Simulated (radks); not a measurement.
Spherical jellium clusters: N electrons in a uniform positive sphere of charge N and radius rs N^(1/3), rs = 2.99 bohr. Calculated with a radial shooting solver with Libxc functionals: non-relativistic Kohn-Sham, LDA (Slater exchange, Perdew-Wang correlation), spin-polarised, spherical densities. Levels are named by radial order and angular momentum (1s, 1p, 1d, 2s, ...), and open shells are averaged over m.

N = 11, configuration 1s2 1p6 1d(up 3, down 0). This is the lowest configuration that the search found. Occupied and some empty levels:

level    occupation  eigenvalue (eV)  <r> (bohr)
1s up             1          -6.9684       4.307
1s down           1          -6.6255       4.183
1p up             3          -5.0707       5.303
1p down           3          -4.6193       5.272
1d up             3          -2.8678       6.236
1d down           0          -2.3980       6.315
2s up             0          -2.3107       6.206
2s down           0          -2.0476       6.372
2p up             0         -0.65788       9.400
1f up             0         -0.62287       7.645
2p down           0         -0.48128       10.05
1f down           0         -0.23815       8.172

Energy (eV): total -15.7946, kinetic 31.848, external -571.94, Hartree 276.46, exchange-correlation -49.251, background 297.09.
